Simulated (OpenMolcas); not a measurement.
## Computed transition rates of Hg

```
Program             : OpenMolcas 26.06
Method              : SS-CASPT2, IPEA 0.25 Eh, imaginary shift 0.1 Eh (closed shells correlated: 5d)
Basis               : ANO-RCC-VTZP [8s7p5d3f1g]
Scalar Hamiltonian  : DKH2, point nucleus
Active space        : 2 electrons in 8 orbitals (6s 6p 7s 7p)
State averaging     : 2S+1 = 3 even, 3 roots (0 in the spin-orbit step); 2S+1 = 1 even, 1 root; 2S+1 = 3 odd, 3 roots; 2S+1 = 1 odd, 3 roots
Spin-orbit coupling : RASSI with atomic mean-field integrals over the reference wave functions, term energies averaged over their components
```

Rates come from the transition moments of the reference wave functions (E1 and E2 in the length form). At fixed line strength A goes as λ^-3 for E1 and M1 and as λ^-5 for E2, so a rate at the computed wavelength can be rescaled to the measured one. Measured vacuum wavelengths follow from level energies in NIST Handbook of Basic Atomic Spectroscopic Data. Branching counts decays inside the model space alone, at computed energies, and the table is only a selection of the E2 and M1 lines, drawn from those between levels with measured partners whose computed energy lies within a factor of 1.5 of the measured one.

```
     Upper       Lower  Type  λ computed (nm)  λ measured (nm)  A computed (s-1)  A rescaled (s-1)  Branching %
6s 6p ³P°₂  6s 6p ³P°₁    M1             2690             2160          6.86e-01          1.33e+00         97.3
6s 6p ³P°₂  6s 6p ³P°₀    E2             1898             1563          1.36e-02          3.59e-02          1.9
6s 6p ³P°₂  6s 6p ³P°₁    E2             2690             2160          5.28e-03          1.58e-02          0.7
```

The largest correction is for 6s 6p ³P°₂ → 6s 6p ³P°₁ (E2): 5.28e-03 × (2690 / 2160)^5 = 1.58e-02 s-1, a factor of 3.00.

No measured rate stands beside these. Rescaling mends the energy factor alone: line strengths can still be far off where a level mixes with configurations outside the active space, and weak or spin-changing lines hang on small mixing coefficients that depend on the term gaps too, so rescaling need not improve them.

Some high roots are left out of the spin-orbit mixing, which shifts the levels that they would mix with. Active for correlation alone: 7p 7s; no level in the range computed is led by a configuration that fills them, so any true level of that kind is missing. Spin-orbit splittings of 6p shells tend to come out small when the coupling is added on scalar orbitals. Computed and measured levels are paired by configuration, term and J; levels that our copy of the source lacks, or whose pairing is in doubt (as where it misses far off the trend of its configuration), stay unpaired. Levels of configurations outside the active space are missing.

° marks odd parity.
